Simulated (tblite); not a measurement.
C5H11ClOSi2.
Numbering: `[CH3:1][C:2]([CH3:3])=[C:4]([CH:5]=[O:6])[SiH2:7][SiH2:8][Cl:9]` (hydrogens: H10, H11, H12 on C1; H13, H14, H15 on C3; H16 on C5; H17, H18 on Si7; H19, H20 on Si8)

Computed with GFN2-xTB (tblite), gas phase: L-BFGS steps from a force-field or distance-geometry start until the largest atomic force falls under 0.01 eV/Å.

Step 10: E = -772.4429 eV
```
atom  x, y, z in Å  |  force x, y, z in eV/Å
C1     -1.6762    0.1428   -1.4376    0.027  -0.103   0.026
C2     -1.2125   -0.5474   -0.1883   -0.138   0.038   0.049
C3     -1.9724   -1.8018    0.1471    0.035   0.092   0.047
C4     -0.2223   -0.0003    0.5500    0.041  -0.160  -0.159
C5      0.3086   -0.5967    1.7574    0.086  -0.053   0.011
O6      1.2419   -0.1237    2.3744   -0.208   0.126  -0.167
Si7     0.7933    1.5277    0.0592    0.127  -0.122  -0.009
Si8     3.0620    1.1338   -0.0940    0.112  -0.102   0.056
Cl9     3.6710   -0.6930    0.5451   -0.016   0.137  -0.053
H10    -2.6241   -0.2606   -1.7816   -0.058   0.040   0.025
H11    -1.7572    1.2186   -1.2895   -0.110  -0.154   0.018
H12    -0.9378   -0.0142   -2.2227   -0.018  -0.030  -0.057
H13    -2.2836   -2.3264   -0.7567    0.125   0.076   0.006
H14    -1.4201   -2.4935    0.7791    0.034   0.079  -0.070
H15    -2.8843   -1.5249    0.6801   -0.001   0.034   0.008
H16    -0.1605   -1.5332    2.1012   -0.028  -0.028   0.115
H17     0.3893    1.9299   -1.2916   -0.042   0.109  -0.123
H18     0.3699    2.6363    0.9067   -0.016   0.080   0.185
H19     3.7908    2.1629    0.6552    0.066  -0.114  -0.055
H20     3.5190    1.1743   -1.4964   -0.017   0.057   0.145
```

Step 11: E = -772.4541 eV
```
atom  x, y, z in Å  |  force x, y, z in eV/Å
C1     -1.6791    0.1389   -1.4418   -0.019  -0.107   0.051
C2     -1.2175   -0.5514   -0.1936   -0.046   0.094   0.121
C3     -1.9743   -1.8009    0.1519    0.016   0.049  -0.021
C4     -0.2252   -0.0054    0.5407    0.136  -0.078  -0.074
C5      0.3046   -0.5946    1.7532    0.083  -0.034  -0.014
O6      1.2343   -0.1142    2.3701   -0.194   0.139  -0.174
Si7     0.7916    1.5291    0.0619    0.189  -0.086   0.003
Si8     3.0702    1.1313   -0.0890   -0.014   0.029  -0.014
Cl9     3.6791   -0.6905    0.5382    0.011   0.025   0.001
H10    -2.6302   -0.2631   -1.7767   -0.054   0.023  -0.035
H11    -1.7667    1.2130   -1.2854   -0.067  -0.140  -0.016
H12    -0.9393   -0.0179   -2.2264   -0.066  -0.004  -0.044
H13    -2.2774   -2.3247   -0.7512    0.041   0.010  -0.097
H14    -1.4209   -2.4976    0.7748    0.054   0.096   0.016
H15    -2.8887   -1.5250    0.6793    0.001   0.026   0.039
H16    -0.1598   -1.5296    2.1031   -0.054  -0.060   0.112
H17     0.3945    1.9415   -1.2902   -0.042   0.089  -0.089
H18     0.3653    2.6396    0.9157    0.014  -0.016   0.124
H19     3.8062    2.1594    0.6555    0.048  -0.118  -0.050
H20     3.5281    1.1730   -1.4930   -0.037   0.063   0.164
```

Step 12: E = -772.4626 eV
```
atom  x, y, z in Å  |  force x, y, z in eV/Å
C1     -1.6819    0.1339   -1.4440   -0.069  -0.081   0.038
C2     -1.2225   -0.5530   -0.1955    0.051   0.104   0.125
C3     -1.9756   -1.7998    0.1551   -0.017   0.001  -0.063
C4     -0.2249   -0.0105    0.5324    0.165  -0.025  -0.029
C5      0.3017   -0.5942    1.7489    0.038  -0.024  -0.043
O6      1.2260   -0.1032    2.3643   -0.126   0.144  -0.125
Si7     0.7937    1.5292    0.0642    0.162  -0.011  -0.003
Si8     3.0769    1.1297   -0.0851   -0.105   0.113  -0.045
Cl9     3.6860   -0.6877    0.5323    0.035  -0.075   0.046
H10    -2.6361   -0.2650   -1.7737   -0.048  -0.006  -0.070
H11    -1.7754    1.2057   -1.2826   -0.033  -0.090  -0.036
H12    -0.9423   -0.0208   -2.2302   -0.096   0.004  -0.020
H13    -2.2723   -2.3236   -0.7487   -0.010  -0.017  -0.137
H14    -1.4210   -2.4991    0.7720    0.066   0.100   0.075
H15    -2.8918   -1.5248    0.6792    0.001   0.012   0.051
H16    -0.1603   -1.5277    2.1063   -0.050  -0.057   0.097
H17     0.3982    1.9526   -1.2904   -0.026   0.055  -0.013
H18     0.3617    2.6418    0.9250    0.052  -0.120   0.051
H19     3.8196    2.1543    0.6549    0.047  -0.096  -0.028
H20     3.5350    1.1730   -1.4873   -0.037   0.069   0.128
```

Step 13: E = -772.4711 eV
```
atom  x, y, z in Å  |  force x, y, z in eV/Å
C1     -1.6862    0.1272   -1.4455   -0.104  -0.031   0.013
C2     -1.2268   -0.5530   -0.1954    0.094   0.055   0.058
C3     -1.9772   -1.7989    0.1572   -0.033  -0.034  -0.078
C4     -0.2215   -0.0158    0.5233    0.152   0.010  -0.003
C5      0.2988   -0.5946    1.7437   -0.011  -0.009  -0.056
O6      1.2157   -0.0887    2.3564   -0.033   0.136  -0.039
Si7     0.7988    1.5294    0.0665    0.079   0.057  -0.018
Si8     3.0820    1.1302   -0.0818   -0.138   0.122  -0.032
Cl9     3.6939   -0.6863    0.5269    0.039  -0.126   0.072
H10    -2.6431   -0.2672   -1.7720   -0.038  -0.043  -0.083
H11    -1.7849    1.1966   -1.2806   -0.005  -0.018  -0.050
H12    -0.9477   -0.0236   -2.2343   -0.114   0.001   0.010
H13    -2.2675   -2.3230   -0.7487   -0.041  -0.016  -0.128
H14    -1.4201   -2.4987    0.7706    0.061   0.102   0.106
H15    -2.8947   -1.5247    0.6799    0.011  -0.011   0.043
H16    -0.1618   -1.5263    2.1110   -0.024  -0.022   0.068
H17     0.4017    1.9652   -1.2903   -0.006   0.015   0.072
H18     0.3589    2.6414    0.9354    0.088  -0.206  -0.012
H19     3.8347    2.1472    0.6538    0.052  -0.059   0.005
H20     3.5418    1.1742   -1.4792   -0.027   0.075   0.052
```

Question: Estimate the geometry and energy of step 14. (The exact step hangs on the optimiser's Hessian estimate; all steps are aligned on step 13, rigid shifts and turns removed.)

Answer: E = -772.4785 eV, largest force 0.261 eV/Å
```
atom  x, y, z in Å  |  force x, y, z in eV/Å
C1     -1.6919    0.1206   -1.4464   -0.110   0.022  -0.008
C2     -1.2293   -0.5522   -0.1945    0.087  -0.015  -0.035
C3     -1.9791   -1.7988    0.1578   -0.019  -0.042  -0.064
C4     -0.2156   -0.0202    0.5145    0.083   0.009  -0.014
C5      0.2963   -0.5950    1.7384   -0.022   0.022  -0.038
O6      1.2054   -0.0727    2.3483    0.036   0.105   0.045
Si7     0.8050    1.5307    0.0683   -0.018   0.072  -0.030
Si8     3.0842    1.1327   -0.0792   -0.093   0.052   0.013
Cl9     3.7020   -0.6873    0.5232    0.016  -0.102   0.068
H10    -2.6505   -0.2704   -1.7721   -0.027  -0.074  -0.072
H11    -1.7939    1.1880   -1.2797    0.007   0.052  -0.058
H12    -0.9551   -0.0261   -2.2379   -0.117  -0.007   0.029
H13    -2.2640   -2.3229   -0.7512   -0.049   0.001  -0.076
H14    -1.4184   -2.4963    0.7714    0.037   0.100   0.101
H15    -2.8972   -1.5248    0.6814    0.030  -0.033   0.016
H16    -0.1635   -1.5252    2.1163    0.014   0.032   0.030
H17     0.4050    1.9773   -1.2887    0.005  -0.014   0.125
H18     0.3580    2.6372    0.9448    0.106  -0.236  -0.038
H19     3.8498    2.1396    0.6530    0.052  -0.023   0.036
H20     3.5476    1.1766   -1.4708   -0.017   0.078  -0.030
```

The energy changes by -0.0074 eV. The first-order estimate −F·Δx gives -0.0104 eV and the mean of the old and new forces, exact on a quadratic surface, -0.0074 eV. The step makes an angle of 64° with the force vector and moves no atom by more than 0.021 Å.

The cost below is that of the whole relaxation. On one thread, Arm Neoverse V1 (aarch64), no GPU, shared host with 32 logical CPUs at a one-minute load of 4.3, this took 1.3 s of wall time.
